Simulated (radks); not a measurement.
Q: Radial electron density D(r) = 4 pi r^2 rho(r) of an atom or ion with 65 electrons. Calculated with a radial shooting solver on a logarithmic mesh with Libxc functionals: scalar-relativistic Kohn-Sham, PBE, spin-polarised, spherical densities, finite nucleus; Fermi nuclear charge, rms radius of each element as measured or else 0.836 A^(1/3) + 0.57 fm.

```
   r/bohr * D(r) (the largest magnitude, 122, reaches the edge; | marks zero)
 0.002364 |        *
  0.00273 |          *
 0.003178 |            *
  0.00367 |               *
 0.004239 |                  *
 0.004895 |                     *
 0.005653 |                         *
 0.006529 |                            *
 0.007601 |                                *
 0.008778 |                                   *
  0.01014 |                                      *
  0.01171 |                                        *
  0.01352 |                                        *
  0.01562 |                                        *
  0.01803 |                                       *
  0.02099 |                                     *
  0.02425 |                                    *
    0.028 |                                    *
  0.03234 |                                     *
  0.03735 |                                         *
  0.04313 |                                             *
  0.05021 |                                                   *
  0.05799 |                                                      *
  0.06697 |                                                      *
  0.07734 |                                                   *
  0.08932 |                                              *
   0.1032 |                                          *
   0.1201 |                                         *
   0.1387 |                                            *
   0.1602 |                                                *
    0.185 |                                                *
   0.2136 |                                           *
   0.2467 |                                  *
   0.2872 |                         *
   0.3317 |                      *
   0.3831 |                       *
   0.4424 |                          *
   0.5109 |                          *
   0.5901 |                      *
   0.6815 |                *
   0.7933 |           *
   0.9162 |        *
    1.058 |      *
    1.222 |     *
    1.411 |   *
     1.63 |  *
    1.897 | *
    2.191 |*
    2.531 *
    2.923 *
    3.375 *
    3.898 *
    4.538 *
    5.241 *
```

What is the nuclear charge?

A: Z = 68. The innermost maximum, from 1s, lies near gamma/Z bohr with gamma = sqrt(1 - (Z/c)^2) = 0.868, here 0.0128 bohr (found: 0.0140), and its height grows with Z. The density is that of the erbium ion Er3+ in [Xe] 4f11; the configuration itself is not fixed sharply by these data, and Z only to a few units. D(r) has 4 maxima, at r = 0.0140, 0.0628, 0.175, 0.475 bohr, and minima at 0.0267, 0.114, 0.337 bohr, inside which lie 1.92, 11.14, 29.55 electrons.
